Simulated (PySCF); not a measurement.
From one molecule to another.

First species: C₆H₉NO.
Numbering: `[CH3:1][O:2][c:3]1[cH:4][cH:5][n:6]([CH3:7])[cH:8]1` (hydrogens: H9, H10, H11 on C1; H12 on C4; H13 on C5; H14, H15, H16 on C7; H17 on C8)

Geometry (PBE0-D3(BJ)/def2-SVP, Å), atoms numbered from 1 in this order:
```
atom  x, y, z in Å
C1     2.2323    0.5582   -0.1292
O2     1.5633   -0.6572   -0.2823
C3     0.2194   -0.6031   -0.1956
C4    -0.6147   -1.7449   -0.3259
C5    -1.9123   -1.2965   -0.1908
N6    -1.8977    0.0514    0.0096
C7    -3.0453    0.8757    0.2682
C8    -0.5951    0.4983    0.0158
H9     1.9349    1.2885   -0.9053
H10    3.3074    0.3565   -0.2239
H11    2.0383    1.0085    0.8628
H12   -0.2846   -2.7646   -0.5072
H13   -2.8520   -1.8447   -0.2229
H14   -3.1165    1.1597    1.3316
H15   -3.0058    1.7947   -0.3361
H16   -3.9558    0.3270   -0.0062
H17   -0.3627    1.5500    0.1576
```

Second species: GeCl4.
InChI=1S/Cl4Ge/c1-5(2,3)4

Levels: PBE0/def2-SVPD for dipole moment, HOMO energy, LUMO energy, HOMO–LUMO gap, static isotropic polarisability and electronic spatial extent ⟨r²⟩ about the centre of nuclear charge; TDDFT PBE0/def2-SVPD for lowest singlet excitation. Geometries: PBE0-D3(BJ)/def2-SVP. Each structure is a single optimised conformer of the isolated species, non-relativistic unless stated; the electronic structure was computed with PySCF and density fitting.

The conformers computed, where there is a choice (atom-mapped SMILES and torsion angles):
- `[CH3:1][O:2][c:3]1[cH:4][cH:5][n:6]([CH3:7])[cH:8]1`: C1–O2–C3–C4 180°

Values for the first species:

| Property | Result |
| --- | --- |
| Dipole moment | 2.69 D |
| HOMO energy | -5.68 eV |
| LUMO energy | 0.67 eV |
| HOMO–LUMO gap | 6.35 eV |
| Lowest singlet excitation | 5.32 eV |
| Static isotropic polarisability | 83.5 au |
| Electronic spatial extent ⟨r²⟩ about the centre of nuclear charge | 1067 bohr² |

(1) Estimate the same properties for the second species, and the change in each.

## Answers

(1) 
```
                                                         property       first      second  second less first
                                                    dipole moment      2.69 D      0.00 D            -2.69 D
                                                      HOMO energy    -5.68 eV    -9.78 eV           -4.10 eV
                                                      LUMO energy     0.67 eV    -2.63 eV           -3.30 eV
                                                    HOMO–LUMO gap     6.35 eV     7.15 eV           +0.80 eV
                                        lowest singlet excitation     5.32 eV     5.75 eV           +0.43 eV
                                  static isotropic polarisability     83.5 au     83.1 au            -0.4 au
electronic spatial extent ⟨r²⟩ about the centre of nuclear charge  1067 bohr²  1248 bohr²         +181 bohr²
```

On the first: The polarisability is 12.38 Å³ as a volume (1 au = 0.148185 Å³), or 1.39 au for each of the 60 electrons. In atomic units the dipole is 1.06 e·bohr (1 au = 2.5417 D).

On the second: Point group Td forbids a permanent dipole, so the rigid molecule has no electric-dipole pure rotational spectrum. The principal polarisabilities are 82.9, 83.1 and 83.2 au; their mean is the isotropic value. Relativistic effects, spin–orbit coupling among them, are left out although an element past zinc is present.
